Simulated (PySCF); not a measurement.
**Calibrating a computed gas-phase acidity (ΔG)**

Computed at ωB97X-D3(BJ)/ma-def2-TZVP // PBE0-D3(BJ)/ma-def2-SVP with PySCF (density fitting, grid level 2). The prefix ma- adds one diffuse s and one diffuse p function on all atoms but H. Thermal corrections: PBE0-D3(BJ)/ma-def2-SVP frequencies, unscaled, ideal gas at 298.15 K and 1 bar, quasi-RRHO entropy.

```
                               molecule  computed / kJ/mol  measured / kJ/mol
              hydrogen iodide, `I` (HI)               1302               1294
  phosphoric acid, `O=P(O)(O)O` (H3O4P)               1352               1351
 phosphanylidenephosphane, `P=P` (H2P2)               1453               1456
dimethylsilanol, `C[SiH](C)O` (C2H8OSi)               1486                  ?
                               `F` (HF)               1519               1530
  bromochloromethane, `ClCBr` (CH2BrCl)               1544               1528
                      `N[SiH3]` (H5NSi)               1559               1540
                     ammonia, `N` (NH3)               1671               1657
```

Fit a straight line to the complete rows and predict the measured value of dimethylsilanol, `C[SiH](C)O` (C2H8OSi).

measured = 40.4 + 0.9686·computed (7 points, rms 10 kJ/mol, correlation 0.997). At 1486 this gives 1480 kJ/mol; the measured value is 1475 kJ/mol, so the fit is off by 5.

Measured values: NIST Chemistry WebBook, evaluated or the median of agreeing entries.
